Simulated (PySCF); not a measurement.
Hf(OH)2(H)2 (H4HfO2), SMILES [OH][HfH2][OH], multiplicity 1. Coordinates come from a PBE0-D3(BJ)/def2-TZVP optimisation. The spin state was assumed, not searched. The def2 effective core potentials stand for the cores of Hf; spin–orbit coupling is left out. Other conformers were not sampled.

Computed equilibrium geometry at PBE0-D3(BJ)/def2-TZVP (PySCF confirms it by a frequency run) as Cartesian coordinates in Å, and its point group (one conformer of several):
point group C2v.
```xyz
7

Hf     0.0000     0.0000    -0.1865
O     -1.6258     0.0000     0.8079
H     -2.2749     0.0000     1.5046
O      1.6258     0.0000     0.8079
H      2.2749     0.0000     1.5046
H      0.0000     1.5294    -1.2545
H      0.0000    -1.5294    -1.2545
```
Charge 0, spin multiplicity 1.
